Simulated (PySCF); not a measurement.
A search over the determinants of CdGe⁺

Unrestricted PBE0; Cd cc-pVDZ-PP with ECP28, Ge cc-pVDZ-PP with ECP10; scalar-relativistic core potentials (PySCF 2.14). Outer shells of the fragments: Cd 4d10 5s2; Ge+ 3d10 4s2 4p1.

Followed along the bond (rough minima from three points):

```tsv
2Ms+1	unpaired	⟨S²⟩ at the start	R at minimum (Å)	Te (eV)
2	π ↑	0.76	2.76	0.00
2	σ ↑	0.76	none in the scan	≤ 1.06
4	σ ↑, π ↑↑	3.75	none in the scan	≤ 2.06
```

Solutions found at the starting distance of 2.660 Å, counted from the lowest of them; the search is not exhaustive and high or unbound solutions are not listed, so other states can lie among these:

```csv
2Ms+1,unpaired,term,E (eV),⟨S²⟩,⟨Lz²⟩,μ (D)
2,π ↑,²Π,0.00,0.76,1.00,-0.03
2,σ ↑,²Σ⁺,1.24,0.76,0.00,3.85
4,"σ ↑, π ↑↑",⁴Σ⁻,2.05,3.75,0.00,-2.58
4,"σ ↑↑, π ↑",⁴Π,2.29,3.75,1.00,1.21
2,"σ ↓, π ↑↑",mixed,2.47,1.76,0.00,-2.64
2,"σ ↑, π ↑↓",mixed,2.55,1.76,2.01,-2.47
2,σ ↑,mixed,3.35,0.77,2.00,-2.01
4,"σ ↑, π ↑↑",mixed,5.24,3.76,2.01,2.57
2,π ↑,²Π,6.92,0.86,1.01,-3.98
```

A term symbol is given only where ⟨S²⟩ and ⟨Lz²⟩ are close to those of a pure state; real π, δ and φ orbitals otherwise mix terms. A positive dipole points towards Ge; it is taken about the centre of mass and depends on that origin.

Spin–orbit coupling is left out. Counting both spins, an empty level lies below a filled one in some of these solutions, because spin and occupation are held.
